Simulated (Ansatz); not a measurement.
A nudged elastic band was laid between two geometries of F4H3O2Ta (10 atoms, charge 0, multiplicity 1).

These are results of RKS B3LYP-D4/def2-SVP (Ansatz 0.2.0), not measurements.

```yaml
movable_images: 9
climbing_image: yes
spring: 5.0 eV/Å²
optimiser: quadratic models (default)
start_path: through a guess of the saddle point
force_threshold: 0.03 eV/Å
iteration_limit: 60
end_points: relaxed
```

First end point:

```xyz
10
Properties=species:S:1:pos:R:3
Ta 0.024 -0.139 0.184
F 1.819 -0.778 0.210
O -0.299 -0.847 1.902
H -0.323 -0.997 2.849
F 0.544 0.853 -1.367
F -1.271 1.232 0.459
F -0.901 -1.440 -0.789
O 1.210 1.561 1.202
H 0.821 2.434 1.030
H 2.137 1.588 0.918
```

Last end point:

```xyz
10
Properties=species:S:1:pos:R:3
Ta -0.170 0.314 0.220
F 2.086 -0.344 0.282
O -0.349 -0.355 1.988
H -0.277 -1.011 2.686
F 0.358 0.854 -1.518
F -1.853 1.115 0.138
F -0.334 -1.439 -0.460
O 1.073 1.725 0.886
H 1.031 2.029 1.804
H 2.197 0.579 0.571
```

(1) Which bonds break or form, and what moves?

(2) Give the energies along the band, and the barrier.

(3) What is the geometry of the highest image?

(4) What are the harmonic wavenumbers there?

Answers

(1) Bonds broken: O8–H10. Bonds formed: F2–H10.

(2) The forces met the threshold. The highest image is number 8 of 0 to 10, 23.5 kcal/mol above the first end and 0.6 kcal/mol above the last; the last end lies 22.8 kcal/mol above the first. A vibrational analysis at the climbing image gives one clearly imaginary mode, 376i cm⁻¹: a first-order saddle point. The orbitals stay closed-shell, which can raise the energy where a bond breaks towards radicals; this wasn't checked here.

| image | path coordinate (Å) | energy (kcal/mol) | O8–H10 (Å) | F2–H10 (Å) |
| --- | --- | --- | --- | --- |
| 0 | 0.00 | 0.0 | 0.97 | 2.49 |
| 1 | 0.34 | 0.6 | 0.97 | 2.50 |
| 2 | 0.67 | 1.6 | 0.97 | 2.48 |
| 3 | 1.01 | 2.0 | 0.97 | 2.35 |
| 4 | 1.35 | 2.6 | 0.97 | 2.22 |
| 5 | 1.68 | 4.0 | 0.98 | 1.99 |
| 6 | 2.02 | 7.7 | 0.99 | 1.71 |
| 7 | 2.36 | 16.5 | 1.07 | 1.39 |
| 8 | 2.69 | 23.5 | 1.34 | 1.07 |
| 9 | 2.87 | 23.0 | 1.52 | 1.00 |
| 10 | 3.06 | 22.8 | 1.64 | 0.97 |

(3) 
```xyz
10
Properties=species:S:1:pos:R:3
Ta -0.136 0.245 0.188
F 2.012 -0.334 0.258
O -0.339 -0.406 1.953
H -0.289 -0.919 2.764
F 0.339 0.903 -1.521
F -1.783 1.127 0.163
F -0.404 -1.458 -0.554
O 1.182 1.668 0.899
H 1.147 1.970 1.817
H 2.034 0.670 0.632
```

(4) 376i, 76, 119, 150, 187, 195, 219, 260, 281, 346, 377, 412, 465, 629, 663, 683, 695, 707, 749, 1000, 1229, 1978, 3841, 3948 cm⁻¹.

The run took 8.1 min on 4 threads of Arm Neoverse V2 (shared host), peak memory 0.38 GiB.
